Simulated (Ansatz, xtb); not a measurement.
# Ranking isomers of C3H9Sn

4 gas-phase structures of C3H9Sn, found in a search over its isomers (lower ones may exist). Each was relaxed with GFN2-xTB; where two conformers were screened, the lower at r2SCAN-D4/def2-SVP is listed:

A. `[CH3][Sn]([CH3])[CH3]`, a doublet
B. `CC[CH2][SnH2]`, a doublet
C. `C[CH](C)[SnH2]`, a doublet
D. `C[CH2][SnH][CH3]`, a doublet

Which do you expect lowest at r2SCAN-D4/def2-SVP, and how would the others follow?

Calculated order at r2SCAN-D4/def2-SVP: A (0.0), D (5.9), B (9.2), C (10.6) kcal/mol.

Energies above the lowest of each column, in kcal/mol; the last columns are at PBE0-D3(BJ)/def2-SVP geometries (a dash: not run or not comparable):

| structure | GFN2-xTB | HF/STO-3G | r2SCAN-D4/def2-SVP | PBE0-D3(BJ)/def2-SVP | CCSD(T)/def2-SVP + ΔMP2/def2-TZVPP |
| --- | --- | --- | --- | --- | --- |
| A | 19.0 | 0.0 | 0.0 | 0.0 | 0.0 |
| D | 10.7 | 13.7 | 5.9 | 5.4 | 8.7 |
| B | 1.8 | 23.3 | 9.2 | 8.0 | – |
| C | 0.0 | 30.3 | 10.6 | 8.9 | – |

CCSD(T)/def2-SVP + ΔMP2/def2-TZVPP puts A lowest of those it was run on; GFN2-xTB picks C. Flexible structures stand in one conformer each, not always the lowest. Frequencies (PBE0-D3(BJ)/def2-SVP) were run for A, D alone. The ΔMP2 step shifts differences by up to 3.8 kcal/mol, which makes them less sure. Open shells are spin-unrestricted. Atoms past krypton carry core potentials in the def2 sets, without spin–orbit terms. ΔMP2 is the change of the MP2 energy from the smaller to the larger basis.

Over these structures GFN2-xTB departs from r2SCAN-D4/def2-SVP by 10.5 kcal/mol on average once a common shift is removed. A GFN2-xTB relaxation took about 0.058 s and the r2SCAN-D4/def2-SVP energy about 4.8 s on a shared host (Ansatz 0.2.0, xtb 6.7.1).
